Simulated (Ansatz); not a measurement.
`O=C=[N][GeH]([Cl])[Cl]` + H–F → `O=C=[N][GeH]([F])[Cl]` + HCl at 400 K and 1 bar (ligand exchange at a Ge–Cl bond).

Computed with Ansatz on PBE0-D4/def2-TZVP structures; ΔE is electronic, products minus reactants. CCSD(T)/CBS adds triple-zeta CCSD(T) − MP2 to the extrapolated MP2 energy (def2 sets, frozen cores). This one scheme is used for every species. For Ge outer-core shells are correlated without core-valence functions, which leaves a few kJ/mol of doubt a bond. Scalar relativity is left out up to krypton. One conformer a species, not always the lowest.

```csv
species,CCSD(T)/CBS energy (Eh),H − E (kJ/mol),S (J/(mol·K))
`O=C=[N][GeH]([Cl])[Cl]`,-3164.30040,98.6,417.9
H–F,-100.39570,36.5,182.2
`O=C=[N][GeH]([F])[Cl]`,-2804.31074,100.0,406.6
HCl,-460.38127,29.6,195.4
```

H − E and S are ideal-gas, rigid-rotor, harmonic terms from PBE0-D4/def2-TZVP, for one conformer and one mirror image of each species. 1 Eh = 2625.50 kJ/mol, R = 8.31446 J/(mol·K).

By hand: ΔE, ΔH, ΔS and ΔG.

ΔE = (-2804.31074) + (-460.38127) − (-3164.30040) − (-100.39570) = 0.00409 Eh = 10.7 kJ/mol. Δ(H − E) = 100.0 + 29.6 − 98.6 − 36.5 = -5.5, so ΔH = 5.2 kJ/mol. ΔS = 406.6 + 195.4 − 417.9 − 182.2 = 1.9 J/(mol·K). ΔG = 5.2 − 400 × (1.9)/1000 = 4.4 kJ/mol.

By hand: the equilibrium constant, and the temperature at which ΔG would vanish if ΔH and ΔS stayed fixed.

log₁₀ K = −ΔG/(RT ln 10) = -0.6. ΔG = 0 at ΔH/ΔS = 2737 K, far beyond where these terms or the molecules hold.

The number of gas molecules stays the same, so ΔS is small and ΔH decides. The sign of ΔG lies within the doubt. A doubt of 5 kJ/mol in ΔE shifts log₁₀ K by 0.7 here. Other conformers and mirror images would add mixing entropy, several J/(mol·K) or more a flexible species. Modes under 60 cm⁻¹, often nearly free rotors, make the harmonic entropy too high. These are equilibria of isolated gas molecules and say nothing of rates. Largest T1 diagnostic: 0.014 (customary marks: 0.02 for closed shells, 0.045 for open ones).
